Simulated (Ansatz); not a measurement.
Species: sum formula SiNHF3 (charge -1, singlet). It need not be the lowest isomer of its formula. Whether it binds its extra electron was not tested at this geometry. 
Coordinates optimised at B3LYP-D3(BJ)/def2-TZVP (Ansatz, a program for electronic structure):
```
Si
N 1 1.6144
H 2 1.0113 1 118.63
F 1 1.6222 2 112.11 3 180.00
F 1 1.6368 2 120.78 3 -61.73
F 1 1.6368 2 120.78 3 61.73
```
Charge -1, spin multiplicity 1.

Basis-set convergence of Hartree-Fock and CCSD correlation energies (hartree) with Ansatz. Cores are frozen in the correlated levels unless marked. Spin-orbit coupling is left out. Non-relativistic. This anion needs diffuse functions, which these sets lack.

```json
[
 {"basis": "cc-pV(D+d)Z", "functions": "84", "E(HF)": "-642.51850", "E(corr, CCSD)": "-0.83532"},
 {"basis": "cc-pV(T+d)Z", "functions": "173", "E(HF)": "-642.68201", "E(corr, CCSD)": "-1.09172"},
 {"basis": "cc-pV(Q+d)Z", "functions": "314", "E(HF)": "-642.72443", "E(corr, CCSD)": "-1.18411"},
 {"basis": "cc-pV(5+d)Z", "functions": "519", "E(HF)": "___", "E(corr, CCSD)": "___"}
]
```

Q: Fill in the missing entries.

A: 
- cc-pV(5+d)Z, E(HF): -642.73430
- cc-pV(5+d)Z, E(corr, CCSD): -1.21815
